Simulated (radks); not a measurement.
Charge is removed step by step from the 4s up level of the iron ion Fe+, starting from [Ar] 3d6 4s(up 1, down 0). Calculated with a radial shooting solver on a logarithmic mesh with Libxc functionals: non-relativistic Kohn-Sham, r2SCAN, spin-polarised, spherical densities, point nucleus; open shells are filled with parallel spins first; meta-GGA in the generalised Kohn-Sham scheme.

removed (e)  E - E(0) (eV)  eigenvalue (eV)  E minus straight line (eV)
0                    0.000          -13.197                       0.000
0.1                  1.353          -13.870                      -0.294
0.2                  2.773          -14.529                      -0.522
0.3                  4.259          -15.173                      -0.685
0.4                  5.808          -15.817                      -0.783
0.5                  7.423          -16.495                      -0.815
0.6                  9.106          -17.146                      -0.780
0.7                 10.852          -17.783                      -0.682
0.8                 12.663          -18.430                      -0.519
0.9                 14.538          -19.076                      -0.291
1                   16.477          -19.701                       0.000

Removing the whole electron costs 16.477 eV by Delta-SCF, against 13.197 eV from minus the eigenvalue at the starting occupation. Slater's transition state (half an electron removed) gives 16.495 eV. Integrating minus the eigenvalue over the occupation (Janak's theorem) gives 16.478 eV. The mean slope of the eigenvalue, de/dn, is 6.50 eV per electron. Ionisation energy of Fe+ in the NIST Atomic Spectra Database: 16.199 eV (measured).
